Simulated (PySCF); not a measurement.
Field gradients at the hydrogen positions

Compound: C5H9NOSi.
Numbering: `[CH:1]#[C:2][CH2:3][N:4]([CH:5]=[O:6])[SiH2:7][CH3:8]` (hydrogens: H9 on C1; H10, H11 on C3; H12 on C5; H13, H14 on Si7; H15, H16, H17 on C8)

Structure used (GFN2-xTB), in Å, numbered top down from 1:
```xyz
17
C5H9NOSi angstrom
C      1.4067    2.5519    0.7680
C      1.5851    1.4908    0.2446
C      1.7354    0.1734   -0.3506
N      0.6010   -0.6706   -0.0462
C      0.5519   -1.3805    1.0817
O     -0.4217   -2.0404    1.3740
Si    -0.8968   -0.7974   -0.9898
C     -2.3153    0.0741   -0.0932
H      1.2749    3.4935    1.2118
H      2.6533   -0.2921    0.0297
H      1.8165    0.2729   -1.4365
H      1.4553   -1.3370    1.7163
H     -0.5300   -0.0704   -2.2147
H     -1.1034   -2.2112   -1.2791
H     -2.0619    1.1078    0.1317
H     -3.2142    0.0737   -0.7011
H     -2.5439   -0.4264    0.8425
```

Level: PBE0/pcSseg-1 (PySCF, non-relativistic); Q(2H) = 0.00286 b; rigid geometry, the same for H and D, with no vibrational averaging.

Problem. Rank these positions by the coupling χzz of a deuteron there, largest first.
A. H16 (methyl hydrogen)
B. H13 (Si–H hydrogen)
C. H15 (methyl hydrogen)
D. H10 (methylene hydrogen)
E. H14 (Si–H hydrogen)
F. H9 (alkyne hydrogen)

Solution. F (266 kHz), A (220 kHz), C (216 kHz), D (193 kHz), E (111 kHz), B (104 kHz).

Problem. Tabulate Vzz, the asymmetry η and χzz = 234.96 MHz × Q × Vzz for every hydrogen position.

Solution. 
```
atom  bonded to  bond length (Å)  Vzz (au)     η  χzz (kHz)
  H9         C1            1.049    0.3952  0.00        266
 H10         C3            1.097    0.2869  0.05        193
 H11         C3            1.094    0.2916  0.05        196
 H12         C5            1.105    0.2748  0.05        185
 H13        Si7            1.471    0.1548  0.06        104
 H14        Si7            1.458    0.1656  0.05        111
 H15         C8            1.088    0.3210  0.01        216
 H16         C8            1.085    0.3271  0.00        220
 H17         C8            1.085    0.3216  0.02        216
```

Problem. Average by the element that carries the hydrogen.

Solution. on C: 213 kHz over 7 positions, mean bond length 1.086 Å; on Si: 108 kHz over 2 positions, mean bond length 1.464 Å.

Problem. How does χzz go with the bond length over the 7 C–H bonds?

Solution. A straight-line fit has a slope of -14.9 kHz for each 0.01 Å, with a correlation coefficient of -0.99, over lengths from 1.049 to 1.105 Å. The longer bonds have the smaller couplings here.

Geometry: GFN2-xTB, one conformer, isolated molecule. GFN2-xTB bond lengths can be off by several hundredths of an ångström, more for odd bonds, and the gradients follow them. The basis is small and wasn't made for field gradients, so the couplings can be 20 % off.
